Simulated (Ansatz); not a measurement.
`[Cl][Hf]([Cl])([Cl])[Cl]` + H₂O → `[OH][Hf]([Cl])([Cl])[Cl]` + HCl at 700 K and 1 bar (formal hydrolysis of the Hf–Cl bond).

Program: Ansatz. Geometries: PBE0-D4/def2-TZVP. ΔE: electronic, gas phase. CCSD(T)/CBS is the MP2 limit (def2-TZVPP, def2-QZVPP) plus CCSD(T) − MP2 in def2-TZVPP, frozen cores. This one scheme is used for every species. Elements past krypton have def2 core potentials. For Hf outer-core shells are correlated without core-valence functions, which leaves a few kJ/mol of doubt a bond. One conformer a species, not always the lowest.

```csv
species,CCSD(T)/CBS energy (Eh),H − E (kJ/mol),S (J/(mol·K))
`[Cl][Hf]([Cl])([Cl])[Cl]`,-1887.32756,77.0,463.4
H₂O,-76.37941,80.5,218.4
`[OH][Hf]([Cl])([Cl])[Cl]`,-1503.31799,113.6,489.8
HCl,-460.38127,38.4,211.8
```

H − E and S are ideal-gas, rigid-rotor, harmonic terms from PBE0-D4/def2-TZVP, for one conformer and one mirror image of each species. 1 Eh = 2625.50 kJ/mol, R = 8.31446 J/(mol·K).

Q: By hand: ΔE, ΔH, ΔS and ΔG.

A: ΔE = (-1503.31799) + (-460.38127) − (-1887.32756) − (-76.37941) = 0.00771 Eh = 20.2 kJ/mol. Δ(H − E) = 113.6 + 38.4 − 77.0 − 80.5 = -5.5, so ΔH = 14.7 kJ/mol. ΔS = 489.8 + 211.8 − 463.4 − 218.4 = 19.8 J/(mol·K). ΔG = 14.7 − 700 × (19.8)/1000 = 0.8 kJ/mol.

Q: By hand: the equilibrium constant, and the temperature at which ΔG would vanish if ΔH and ΔS stayed fixed.

A: log₁₀ K = −ΔG/(RT ln 10) = -0.1. ΔG = 0 at ΔH/ΔS = 742 K, though so small a ΔS makes that figure unsure.

TΔS isn't small against ΔH here. The sign of ΔG lies within the doubt. A doubt of 5 kJ/mol in ΔE shifts log₁₀ K by 0.4 here. Other conformers and mirror images would add mixing entropy, several J/(mol·K) or more a flexible species. These are equilibria of isolated gas molecules and say nothing of rates. Largest T1 diagnostic: 0.014 (customary marks: 0.02 for closed shells, 0.045 for open ones).
